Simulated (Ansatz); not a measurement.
Ansatz (a first-principles code) input:

Ansatz 0.2 input:
```yaml
crystal:
  periodic: [false, false, false]
  atoms:
    - {symbol: C, position_ang: [2.46003528, 0.22083630, 0.97021291]}
    - {symbol: C, position_ang: [1.24232539, 0.60964340, 0.13191540]}
    - {symbol: C, position_ang: [0.52992340, -0.59620046, -0.51834437]}
    - {symbol: C, position_ang: [-0.74866533, -0.28121610, -1.22391995]}
    - {symbol: C, position_ang: [-1.92437651, -0.01951273, -0.53228178]}
    - {symbol: C, position_ang: [-2.19396127, 0.01407411, 0.83211334]}
    - {symbol: H, position_ang: [2.95151029, 1.08923159, 1.42163885]}
    - {symbol: H, position_ang: [2.17107936, -0.45562581, 1.78050744]}
    - {symbol: H, position_ang: [3.20563116, -0.30425582, 0.36195226]}
    - {symbol: H, position_ang: [0.51318065, 1.13787097, 0.75139385]}
    - {symbol: H, position_ang: [1.54048800, 1.30634736, -0.65927618]}
    - {symbol: H, position_ang: [0.34433795, -1.32573213, 0.29297813]}
    - {symbol: H, position_ang: [1.24589925, -1.07997913, -1.20088047]}
    - {symbol: H, position_ang: [-0.73845793, -0.21221139, -2.30622383]}
    - {symbol: H, position_ang: [-2.78674860, 0.19311837, -1.17173343]}
    - {symbol: H, position_ang: [-3.20771265, 0.14395823, 1.19236106]}
    - {symbol: H, position_ang: [-1.43089339, -0.17846956, 1.57910918]}
basis:
  gaussian:
    orbitals: def2-TZVPD
hamiltonian:
  xc: {name: wB97M-V}
total_charge: -1
output: {forces: true}
```

Q: Predict the final energy.

A: -235.16247 Eh (wB97M-V/def2-TZVPD). The basis has 321 functions.

It need not be the lowest isomer of its formula. Whether it binds its extra electron was not tested at this geometry.
